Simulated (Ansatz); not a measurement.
Energy profile

The step: SnH₃O ([OH][SnH2]) + H₂ → SnH₃ + H₂O; bonds formed: H1–O3, Sn2–H5; bonds broken: H1–H5, Sn2–O3 (atoms numbered as in the saddle structure below).

```xyz
7
angstrom
H -0.8753 0.5688 -0.8316
Sn 1.0559 0.1853 0.1030
O -0.8781 -0.6147 -0.4028
H 0.6971 0.6824 1.7224
H -0.3269 1.3839 -1.0378
H 1.8149 -1.3827 0.1331
H -1.4875 -0.8230 0.3137
```

Electronic energies by CCSD(T) at an estimated basis limit (MP2 extrapolated from triple and quadruple zeta, plus CCSD(T) − MP2 in triple zeta), on PBE0-D4/def2-TZVP structures; SnH$_{5}$O, doublet; no counterpoise correction; spin–orbit coupling, which lowers free halogen atoms and radicals such as OH and SH, is left out. Ansatz 0.2.0; basis: def2-TZVPP and def2-QZVPP; cores frozen in the correlated methods; orbitals are unrestricted. Filled d shells of the heavier atoms are correlated. Core potentials replace the inner electrons of the atoms past krypton. The def2 sets are not built for correlating such inner shells, so the correlated values are less sure here. Extrapolation: Hartree–Fock as exp(−7.88 √X), correlation as X^−2.97.

(1) Give the profile in kcal/mol, counted from the separated reactants. (To be estimated.)

No T1 diagnostic of these runs exceeds 0.018. ⟨S²⟩ of the unrestricted Hartree–Fock references: 0.75 to 0.76 (a pure state has 0.75).

## Answers

(1) Computed:
| point | kcal/mol |
| --- | --- |
| separated: H$_{2}$ (H1, H5; singlet) + SnH$_{3}$O (linked as [OH][SnH2]; Sn2, O3, H4, H6, H7; doublet) | 0.00 |
| start structure | -0.80 |
| saddle | 30.50 |
| end structure | -1.62 |
| separated: H$_{2}$O (H1, O3, H7; singlet) + SnH$_{3}$ (Sn2, H4, H5, H6; doublet) | 0.47 |

For scale, one of the runs: CCSD(T)/def2-TZVPP, 151 basis functions, launched by `ansatz run in.yaml --threads 4 --pin off --events-out ev --progress --plain --max-ram 9574MiB`. Hardware: 4 CPU threads of an Arm Neoverse V2, shared host. Wall time 49 s; peak host memory 2.8 GiB.
